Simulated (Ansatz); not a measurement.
**Which is lower?**

The two ends of one reaction step of AlH5SO2, closed shell (PBE0-D4/def2-TZVP).

A:

Al1  (-0.097, 0.054, -0.537)
S2  (1.596, 1.173, -1.305)
O3  (0.145, -1.587, -0.200)
O4  (-1.569, 0.880, -0.470)
H5  (0.426, 0.215, 1.950)
H6  (0.042, 0.856, 1.881)
H7  (2.396, 0.098, -1.201)
H8  (-0.530, -2.200, 0.083)
H9  (-2.408, 0.512, -0.202)
(Å)

B:

```
9
angstrom
Al -0.5388 -0.2806 0.4067
S 1.4562 0.8215 -0.7812
O -0.5896 -1.7334 -0.5002
O -1.6100 0.9767 -0.0401
H 1.4302 1.9268 -0.0179
H -0.0049 -0.2869 1.9000
H 2.4741 0.2828 -0.0883
H -0.4036 -2.5825 -0.1050
H -2.2136 0.8755 -0.7740
```

Program: Ansatz 0.2.0. Basis: def2-TZVPP. Cores are frozen in the correlated methods. B3LYP uses VWN-RPA correlation.

Task: Which structure is lower at CCSD(T), and by how much? (An estimate is asked for; the value comes from the calculation.)

Result: Computed: A, by 11.84 kcal/mol (electronic energy, against the other). By their contacts, A is a complex of AlH₃SO₂ ([OH][Al]([OH])[SH]) + H₂ and B is AlH₅SO₂ ([OH][AlH]([OH])[SH2]).

All methods give the same order:

```csv
method,E(B) − E(A) (kcal/mol)
SPW92,9.37
PBE-D4,11.71
BLYP-D4,11.93
r2SCAN-D4,12.74
B97M-V,10.23
PBE0-D4,11.51
B3LYP-D4,11.67
r2SCAN0-D4,12.38
BHLYP-D4,11.23
CAM-B3LYP-D4,10.87
wB97X-V,11.21
wB97M-V,11.89
B2PLYP,12.28
PBE-QIDH,12.07
RPA on PBE,10.48
HF,11.21
MP2,13.56
CCSD,11.46
CCSD(T),11.84
```

The T1 diagnostic stays at or below 0.012.

Labels in which every atom is bracketed show which atoms are joined, not bond orders.

For scale, one of the runs: CCSD(T)/def2-TZVPP, 216 basis functions, launched by `ansatz run in.yaml --threads 4 --pin off --events-out ev --progress --plain --max-ram 9574MiB`. The run took 53 s on 4 CPU threads of an Arm Neoverse V2 (shared host), with 3.1 GiB of host memory at its peak.
